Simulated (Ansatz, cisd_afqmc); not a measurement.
Species: Mn, charge 0, sextet.

Total energies in cc-pwCVTZ-DK, 15 correlated electrons, 5 frozen orbitals. UHF or UKS for unpaired electrons; spin-orbit terms are left out. The -DK rows use spin-free X2C, correlate 3s3p of the metal (1s2s2p frozen) and give its partners the cc-pVXZ-DK valence sets. AFQMC is phaseless with a CISD trial state; ± is one standard error, without the phaseless bias. Outlying blocks are dropped, and bars are widened where a walk drifts. Over all cases where full CI ran beside it in this data, AFQMC minus full CI had a median of +0.1 mEh and passed +0.4 mEh in a tenth of the cases. Open-shell metal atoms are single determinants, not pure terms.

```tsv
method	program	energy (Eh)	minus CCSDT(Q) (mEh)
HF	Ansatz	-1157.38726	556.76
MP2	Ansatz	-1157.92973	14.29
CCSD	Ansatz	-1157.92822	15.80
CCSD(T)	Ansatz	-1157.94359	0.43
CCSDT(Q)	Ansatz	-1157.94402	0.00
AFQMC/CISD	cisd_afqmc	-1157.9427 ± 0.0003	1.3 ± 0.3
```

Ansatz is a first-principles code.
